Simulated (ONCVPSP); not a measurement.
u(r) = r·R(r): atom against pseudo-atom (Zr)

Columns: radius, all-electron u(r) and pseudo u(r) of the 4s shell (level -54.50 eV) of zirconium in the configuration [Ar] 3d10 4s2 4p6 4d2 5s2; PBE, scalar-relativistic, ONCV scheme, ONCVPSP 4.0.1.

| r (bohr) | all-electron | pseudo |
| --- | --- | --- |
| 0.115 | 0.3522 | 0.1407 |
| 0.230 | -0.2397 | 0.2810 |
| 0.345 | -0.5582 | 0.4194 |
| 0.460 | -0.3355 | 0.5526 |
| 0.575 | 0.0963 | 0.6754 |
| 0.690 | 0.5057 | 0.7814 |
| 0.805 | 0.8029 | 0.8643 |
| 0.920 | 0.9770 | 0.9186 |
| 1.035 | 1.0469 | 0.9414 |
| 1.150 | 1.0399 | 0.9326 |
| 1.265 | 0.9826 | 0.8954 |
| 1.380 | 0.8963 | 0.8353 |
| 1.495 | 0.7968 | 0.7592 |
| 1.610 | 0.6947 | 0.6742 |
| 1.725 | 0.5968 | 0.5870 |
| 1.840 | 0.5067 | 0.5027 |
| 1.955 | 0.4262 | 0.4250 |
| 2.070 | 0.3558 | 0.3556 |
| 2.185 | 0.2953 | 0.2952 |
| 2.300 | 0.2439 | 0.2438 |
| 2.415 | 0.2006 | 0.2005 |
| 2.530 | 0.1644 | 0.1644 |
| 2.645 | 0.1344 | 0.1343 |
| 2.760 | 0.1096 | 0.1095 |
| 2.875 | 0.0892 | 0.0892 |
| 2.990 | 0.0724 | 0.0724 |

Question: How many radial nodes do the two functions have?

Answer: The all-electron 4s function has n − l − 1 = 3 (the table is too coarse to show those close to the nucleus); the pseudo-wave has 0, since the states of the same l below it are removed with the core.

Question: At about which radius was the pseudo-wave matched?

Answer: 2.30 bohr. The columns agree to 0.0005 from 2.07 bohr on; several derivatives are matched, so the curves merge somewhat inside the radius.

Question: Where does each function peak?

Answer: Outermost all-electron maximum near 1.03 bohr, pseudo maximum near 1.03 bohr (to the table’s step).

Question: Is the pseudo-wave norm-conserving?

Answer: Yes: the ONCV scheme keeps the norm inside the radius equal to the all-electron one, which fixes the energy derivative of the logarithmic derivative at the level.
